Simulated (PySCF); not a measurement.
SMILES FC(F)(Br)[C@H]1C=CCC1, C$_{6}$H$_{7}$BrF$_{2}$

Cartesian coordinates in Å; atom numbers follow the order of the lines, from 1:
```xyz
16

F     2.602   -0.782   -0.923
C     1.857   -0.007   -0.119
F     2.558    1.126    0.059
Br    1.762   -0.907    1.624
C     0.481    0.263   -0.711
C    -0.287   -1.020   -0.864
C    -1.332   -1.066   -0.056
C    -1.481    0.172    0.769
C    -0.397    1.120    0.222
H     0.669    0.751   -1.674
H     0.041   -1.787   -1.543
H    -2.020   -1.887    0.034
H    -2.480    0.597    0.672
H    -1.322   -0.062    1.824
H    -0.851    1.929   -0.349
H     0.192    1.569    1.022
```

The calculation used GIAO PW91/6-31G* magnetisability, rotational g tensor and spin-rotation constants, non-relativistic, gas phase in PySCF 2.14.0. Geometry: GFN2-xTB.

The calculation is non-relativistic, which matters for the atoms heavier than Zn.

Task: Give the nuclear spin-rotation constants along the inertial axes (H = +C I·J) beside the isotropic shieldings.

Result: Rotational constants 1.5822, 1.0349, 0.8526 GHz. A star marks the isotopologue with that one atom substituted, in its own axes.
| atom | isotope | Caa (kHz) | Cbb (kHz) | Ccc (kHz) | mean (kHz) | σ (ppm) |
| --- | --- | --- | --- | --- | --- | --- |
| F1 | 19F | 2.775 | 1.081 | 1.264 | 1.706 | 221.9 |
| F3 | 19F | 2.798 | 1.104 | 1.254 | 1.719 | 220.3 |
| Br4 | 79Br | 4.144 | 0.461 | 2.075 | 2.227 | 1922.1 |
| H10 | 1H | -0.154 | 0.050 | -0.105 | -0.070 | 28.8 |
| H11 | 1H | -0.171 | -0.103 | 0.066 | -0.069 | 26.6 |
| H12 | 1H | -0.099 | -0.041 | -0.019 | -0.053 | 26.3 |
| H13 | 1H | 0.034 | -0.118 | -0.079 | -0.054 | 29.8 |
| H14 | 1H | -0.128 | 0.005 | -0.083 | -0.069 | 29.3 |
| H15 | 1H | -0.088 | -0.063 | -0.065 | -0.072 | 30.3 |
| H16 | 1H | -0.077 | -0.113 | -0.025 | -0.072 | 30.0 |
| C2 | 13C* | 0.523 | 0.320 | 0.303 | 0.382 | 41.0 |
| C5 | 13C* | 0.311 | 0.218 | 0.160 | 0.230 | 131.3 |
| C6 | 13C* | 0.336 | 0.250 | 0.356 | 0.314 | 71.0 |
| C7 | 13C* | 0.367 | 0.259 | 0.369 | 0.332 | 60.8 |
| C8 | 13C* | 0.282 | 0.174 | 0.118 | 0.191 | 155.5 |
| C9 | 13C* | 0.251 | 0.150 | 0.120 | 0.174 | 164.3 |

For the geometry as given, no vibrational averaging.
